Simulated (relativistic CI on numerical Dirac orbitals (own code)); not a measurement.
Crystal-field levels of Mn²⁺, 3d5

Calculated by Dirac-Coulomb-Breit CI, KLI orbitals optimised for each configuration, model QED, valence Slater integrals scaled by 0.85, one configuration in a parametric crystal field (own radial code).

Field parameters in Wybourne normalisation: Td as Oh with Dq negative (B⁴₀ = 21Dq, B⁴₄ = √(5/14) B⁴₀). The field is a parameter set, without covalency.

S is read from ⟨S²⟩ = S(S + 1).

Site symmetry Td; labels are those of the double group. Computed levels in cm⁻¹ above the lowest, in rising order:

```tsv
Δ (size of 10Dq)	Lowest	No. 2	No. 3	No. 4	No. 5	No. 6	No. 7	No. 8
1450	Γ7+Γ8	26272 Γ8	26274 Γ6	26285 Γ7	26291 Γ8	26597 Γ6	26598 Γ8	26645 Γ8
2600	Γ7+Γ8	25557 Γ6	25563 Γ8	25583 Γ7	25589 Γ8	26473 Γ6	26474 Γ8	26539 Γ8
3750	Γ7+Γ8	24675 Γ6	24685 Γ8	24710 Γ7	24717 Γ8	26279 Γ6	26281 Γ8	26361 Γ8
4900	Γ7+Γ8	23709 Γ6	23722 Γ8	23751 Γ7	23759 Γ8	26010 Γ6	26011 Γ8	26104 Γ8
6050	Γ7+Γ8	22695 Γ6	22712 Γ8	22743 Γ7	22753 Γ8	25657 Γ6	25659 Γ8	25757 Γ8
7200	Γ7+Γ8	21652 Γ6	21671 Γ8	21704 Γ7	21716 Γ8	25217 Γ6	25218 Γ8	25314 Γ8
8400	Γ7+Γ8	20543 Γ6	20565 Γ8	20598 Γ7	20612 Γ8	24661 Γ6	24662 Γ8	24746 Γ8
9550	Γ7+Γ8	19466 Γ6	19489 Γ8	19522 Γ7	19539 Γ8	24039 Γ6	24041 Γ8	24089 Γ8
10700	Γ7+Γ8	18379 Γ6	18402 Γ8	18433 Γ7	18454 Γ8	22929 Γ8	23339 Γ6	23340 Γ8
11850	Γ7	0 Γ8	17284 Γ6	17306 Γ8	17331 Γ7	17360 Γ8	20882 Γ8	21417 Γ7
13000	Γ7	0 Γ8	16182 Γ6	16200 Γ8	16215 Γ7	16255 Γ8	18766 Γ8	19304 Γ7
14150	Γ7	0 Γ8	15072 Γ8	15074 Γ7	15076 Γ6	15141 Γ8	16649 Γ8	17193 Γ7
```

Ground-state S against |10Dq| in cm⁻¹: 1450: 2.50, 2600: 2.50, 3750: 2.50, 4900: 2.50, 6050: 2.50, 7200: 2.50, 8400: 2.50, 9550: 2.50, 10700: 2.50, 11850: 2.50, 13000: 2.50, 14150: 2.50.

No abrupt spin change occurs in this range.
